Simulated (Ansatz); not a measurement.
`BC(Cl)BN` at its PBE0-D4/def2-TZVP geometry, where that method's forces vanish. Total charge 0; spin multiplicity 1.

```xyz
11

B    -0.2586    0.7741    1.5550
C     0.6832    0.0849    0.5558
Cl    1.7447   -1.2019    1.2295
B    -0.2618   -0.6485   -0.5067
N    -0.3166   -0.2116   -1.8193
H    -0.5181    0.3009    2.6189
H    -0.7976    1.7832    1.1976
H     1.3308    0.7913    0.0295
H    -0.9336   -1.5781   -0.1720
H    -0.8944   -0.6548   -2.5129
H     0.2220    0.5606   -2.1754
```

What forces (eV/Å) does r2SCAN-D4/def2-TZVPP give on these atoms in the Gaussian-basis code of Ansatz? (Estimate.)

Computed: 
```
B1  -0.024  0.003  0.007
C2  -0.163  0.266 -0.032
Cl3  0.189 -0.233  0.095
B4  -0.055 -0.095  0.133
N5   0.001  0.034 -0.095
H6   0.009  0.014 -0.040
H7   0.012 -0.030 -0.002
H8   0.004 -0.004 -0.017
H9   0.024  0.028 -0.007
H10 -0.005  0.003 -0.023
H11  0.007  0.014 -0.019
```
